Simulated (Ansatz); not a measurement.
One change: `CS[AsH2]` becomes `C[S][MgH]`.

Ansatz, PBE0-D4/def2-TZVP geometries, multiplicity 1. 

Scalar relativity is left out up to krypton.

```
                                                                                  property  `CS[AsH2]`
                                                       HOMO energy (B3LYP/def2-TZVPP) / eV       -6.49
                                                     LUMO energy (ωB97M-V/def2-TZVPP) / eV        1.43
ideal-gas entropy at 298 K and 1 bar (rigid rotor, harmonic PBE0-D4/def2-TZVP) / J/(mol·K)         325
                                            size of the dipole moment (PBE/def2-TZVPP) / D        1.09
                                                   HOMO–LUMO gap (ωB97M-V/def2-TZVPP) / eV       10.35
                                                        LUMO energy (PBE0/def2-TZVPP) / eV       -0.48
```

Q: What does the change do to each property? (An estimate is asked.)

A: Ansatz gave: 
| property | `C[S][MgH]` | shift |
| --- | --- | --- |
| HOMO energy (B3LYP/def2-TZVPP) / eV | -6.22 | 0.27 |
| LUMO energy (ωB97M-V/def2-TZVPP) / eV | 0.56 | -0.87 |
| ideal-gas entropy at 298 K and 1 bar (rigid rotor, harmonic PBE0-D4/def2-TZVP) / J/(mol·K) | 314 | -11 |
| size of the dipole moment (PBE/def2-TZVPP) / D | 1.23 | 0.14 |
| HOMO–LUMO gap (ωB97M-V/def2-TZVPP) / eV | 9.20 | -1.15 |
| LUMO energy (PBE0/def2-TZVPP) / eV | -0.75 | -0.27 |

With PBE0 the HOMO rises by 0.28 eV and the LUMO falls by 0.27 eV, so the gap narrows by about 0.55 eV. PBE moves the HOMO by 0.20 eV and ωB97M-V by 0.29 eV. The zero-point energy changes by -28.6 kJ/mol with -3 modes. Dipoles are sizes alone; their direction can turn. Modes under 60 cm⁻¹, often nearly free rotors, make the harmonic entropy too high.

B3LYP here is the variant with VWN-RPA as its local correlation; programs differ in this.
